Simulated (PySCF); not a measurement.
SMILES C[N](C)[Al]([GeH3])[GeH3] (C2H12AlGe2N), GFN2-xTB optimised geometry.

```
18

Al    -1.68     0.14    -1.67
Ge    -0.58     1.50     0.00
H     -0.84     1.19     1.46
H      0.94     1.50     0.00
H     -0.84     2.99     0.00
Ge    -3.26     0.87    -3.36
H     -4.63     0.22    -3.36
H     -3.66     2.33    -3.39
H     -2.87     0.67    -4.82
N     -1.29    -1.61    -1.66
C     -0.41    -2.23    -0.68
C     -1.82    -2.56    -2.62
H     -0.94    -2.99    -0.10
H      0.45    -2.70    -1.17
H     -0.05    -1.46     0.01
H     -1.01    -3.04    -3.18
H     -2.40    -3.34    -2.12
H     -2.47    -2.03    -3.32
```

Density from PBE0/def2-SVP (PySCF 2.14.0) at that geometry.

Minimum of the electron density along straight lines between bonded atoms, close to the bond critical point (lines longer than 1.1 times the sum of covalent radii, or with two minima, are not listed):

| bond | length / Å | ρ at the minimum / e bohr⁻³ | ∇²ρ there / e bohr⁻⁵ | position (fraction from the first atom) |
|---|---|---|---|---|
| Al1–Ge2 | 2.424 | 0.062 | 0.08 | 0.35 |
| Ge2–H3 | 1.515 | 0.134 | 0.07 | 0.59 |
| Ge2–H4 | 1.515 | 0.135 | 0.07 | 0.59 |
| Ge2–H5 | 1.514 | 0.135 | 0.07 | 0.59 |
| Al1–Ge6 | 2.424 | 0.062 | 0.08 | 0.35 |
| Ge6–H7 | 1.515 | 0.135 | 0.07 | 0.59 |
| Ge6–H8 | 1.514 | 0.135 | 0.07 | 0.59 |
| Ge6–H9 | 1.515 | 0.134 | 0.07 | 0.59 |
| Al1–N10 | 1.793 | ? | ? | 0.42 |
| N10–C11 | 1.452 | 0.268 | -0.75 | 0.61 |
| N10–C12 | 1.452 | 0.268 | -0.75 | 0.61 |
| C11–H13 | 1.096 | 0.276 | -1.01 | 0.63 |
| C11–H14 | 1.096 | 0.276 | -1.01 | 0.63 |
| C11–H15 | 1.095 | 0.277 | -1.02 | 0.63 |
| C12–H16 | 1.096 | 0.276 | -1.01 | 0.63 |
| C12–H17 | 1.096 | 0.276 | -1.01 | 0.63 |
| C12–H18 | 1.095 | 0.277 | -1.02 | 0.63 |

What belongs in the gaps?


- Al1–N10, ρ at the minimum / e bohr⁻³: 0.092
- Al1–N10, ∇²ρ there / e bohr⁻⁵: 0.65
